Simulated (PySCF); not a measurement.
Computed IR spectrum (relative IR intensity) of a molecule C4H5Br. Geometry optimised at PBE-D3(BJ)/def2-SVP. The values are those of a single conformer. Calculation: PBE-D3(BJ)/def2-SVP run with PySCF. Frequencies are harmonic and unscaled.

Lines under 2 % of the strongest are left out, and lines within 2 cm⁻¹ are merged.

```json
[
 {"ν (cm⁻¹)": "182", "relative intensity": "2.1"},
 {"ν (cm⁻¹)": "230", "relative intensity": "6.4"},
 {"ν (cm⁻¹)": "420", "relative intensity": "11"},
 {"ν (cm⁻¹)": "591", "relative intensity": "39"},
 {"ν (cm⁻¹)": "841", "relative intensity": "52"},
 {"ν (cm⁻¹)": "894", "relative intensity": "13"},
 {"ν (cm⁻¹)": "1044", "relative intensity": "100"},
 {"ν (cm⁻¹)": "1248", "relative intensity": "18"},
 {"ν (cm⁻¹)": "1333", "relative intensity": "3.8"},
 {"ν (cm⁻¹)": "1388", "relative intensity": "16"},
 {"ν (cm⁻¹)": "1392", "relative intensity": "13"},
 {"ν (cm⁻¹)": "1426", "relative intensity": "11"},
 {"ν (cm⁻¹)": "2025", "relative intensity": "2.5"},
 {"ν (cm⁻¹)": "2969", "relative intensity": "18"},
 {"ν (cm⁻¹)": "3043", "relative intensity": "5.9"},
 {"ν (cm⁻¹)": "3053", "relative intensity": "6.0"},
 {"ν (cm⁻¹)": "3081", "relative intensity": "7.0"}
]
```

Question: Identify the compound among the candidates.
(A) C=C/C=C/Br
(B) CC=C=CBr
(C) C=C=CCBr
(D) C=C=C(C)Br

Answer: D, C=C=C(C)Br
